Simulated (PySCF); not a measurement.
**NMR parameters of Si8Me8 cubane**

Si8Me8 cubane, C8H24Si8.

Cartesian coordinates in Å; atom numbers follow the order of the lines, from 1:
```xyz
40

Si    1.385    1.538    0.151
C     2.651    2.939    0.289
Si   -0.960    1.747    0.583
C    -1.830    3.344    1.113
Si   -1.435    0.513   -1.411
C    -2.752    0.967   -2.694
Si    0.909    0.301   -1.841
C     1.749    0.561   -3.518
Si    0.957   -1.739   -0.589
C     1.841   -3.327   -1.120
Si    1.433   -0.501    1.402
C     2.738   -0.977    2.689
Si   -0.910   -0.291    1.835
C    -1.751   -0.573    3.508
Si   -1.386   -1.526   -0.158
C    -2.661   -2.920   -0.288
H     2.390    3.764   -0.391
H     3.657    2.577    0.026
H     2.682    3.332    1.317
H    -2.908    3.169    1.245
H    -1.418    3.710    2.067
H    -1.696    4.128    0.353
H    -3.751    0.983   -2.232
H    -2.760    0.231   -3.513
H    -2.550    1.961   -3.123
H     1.337   -0.135   -4.265
H     2.832    0.382   -3.437
H     1.591    1.589   -3.877
H     1.717   -4.111   -0.358
H     2.918   -3.142   -1.256
H     1.430   -3.698   -2.072
H     2.755   -0.247    3.513
H     2.518   -1.971    3.109
H     3.739   -1.008    2.232
H    -2.837   -0.415    3.424
H    -1.356    0.124    4.263
H    -1.576   -1.601    3.859
H    -2.400   -3.746    0.392
H    -3.664   -2.553   -0.020
H    -2.700   -3.315   -1.315
```

GIAO calculations in PySCF 2.14.0 with density-fitted response routines on the PBE0-D3(BJ)/def2-SVP structure: isolated species, non-relativistic, equivalent atoms averaged; basis pcSseg-1.

(1) Give the isotropic shieldings (ppm) with PBE0.

(2) And the chemical shifts, against references computed in the same way?

Results:

(1) 
```
                                                                                          atoms                        environment   PBE0
                                                             Si1/Si3/Si5/Si7/Si9/Si11/Si13/Si15          silicon bonded to C, 3 Si  365.8
                                                                    C2/C4/C6/C8/C10/C12/C14/C16           carbon bonded to Si, 3 H  189.5
H17/H18/H19/H20/H21/H22/H23/H24/H25/H26/H27/H28/H29/H30/H31/H32/H33/H34/H35/H36/H37/H38/H39/H40  hydrogen on a carbon bonded to Si  30.63
                                                                             HOMO–LUMO gap (eV)                                  –   3.80
```

(2) 
| atoms | nucleus, reference | PBE0 |
| --- | --- | --- |
| Si1/Si3/Si5/Si7/Si9/Si11/Si13/Si15 | ²⁹Si, TMS | -13.8 |
| C2/C4/C6/C8/C10/C12/C14/C16 | ¹³C, TMS | -5.1 |
| H17/H18/H19/H20/H21/H22/H23/H24/H25/H26/H27/H28/H29/H30/H31/H32/H33/H34/H35/H36/H37/H38/H39/H40 | ¹H, TMS | 0.63 |
